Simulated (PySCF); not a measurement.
These are PBE-D3(BJ)/def2-TZVP // B3LYP-D3(BJ)/def2-TZVP (PySCF) values and carry that method's errors. Isolated molecules, 0 K electronic values unless said otherwise. 

Reference species (SMILES): `CC(C)[SiH3]` (neutral, multiplicity 1).

- HOMO = -6.89 eV

Changed species: `[SiH](C)(C)C`.

What does the change do to the HOMO?

the HOMO falls by 0.33 eV, to -7.22 eV.
